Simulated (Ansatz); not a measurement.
C6H5O (`[O]c1ccccc1`) radical. The species carries charge 0 and has multiplicity 2.

```
atom   x (Å)   y (Å)   z (Å)
  O1   1.332  -1.127   2.005
  C2   0.707  -0.599   1.065
  C3  -0.563   0.053   1.278
  C4  -1.239   0.630   0.236
  C5  -0.703   0.595  -1.058
  C6   0.528  -0.028  -1.307
  C7   1.224  -0.612  -0.283
  H8  -0.949   0.062   2.291
  H9  -2.192   1.117   0.406
 H10  -1.246   1.055  -1.876
 H11   0.923  -0.043  -2.316
 H12   2.177  -1.102  -0.441
```

(1) List the harmonic frequencies (cm⁻¹, unscaled) at PBE0-D4/def2-TZVP in Ansatz. (Estimate.)

(2) Is this a minimum?

(3) Give the ideal-gas thermochemistry at 298.15 K and 1 bar (rigid rotor, harmonic oscillator; point group C2v, symmetry number 2).

(4) And at 400, 500, 600, 800 and 1000 K?

(5) Rotational constants (cm⁻¹)?

## Answers

(1) Ansatz gave: 187, 377, 446, 482, 529, 596, 654, 804, 805, 818, 927, 981, 988, 989, 1021, 1095, 1164, 1164, 1291, 1355, 1429, 1456, 1500, 1564, 1607, 3190, 3197, 3211, 3219, 3222.

(2) Yes, all 30 modes are real.

(3) Zero-point energy 240.9 kJ/mol; H(298) − E = 257.2 kJ/mol; entropy 309.4 J/(mol·K), of which translation 165.4, rotation 106.4, vibration 31.8, electronic 5.8; G(298) − E = 165.0 kJ/mol.

(4) 
| T (K) | H − E (kJ/mol) | S (J/mol/K) | G − E (kJ/mol) |
| --- | --- | --- | --- |
| 400 | 268.3 | 341.2 | 131.8 |
| 500 | 282.0 | 371.6 | 96.2 |
| 600 | 297.9 | 400.6 | 57.6 |
| 800 | 334.7 | 453.2 | -27.9 |
| 1000 | 376.1 | 499.4 | -123.3 |

(5) 0.1857, 0.09395, 0.06238.
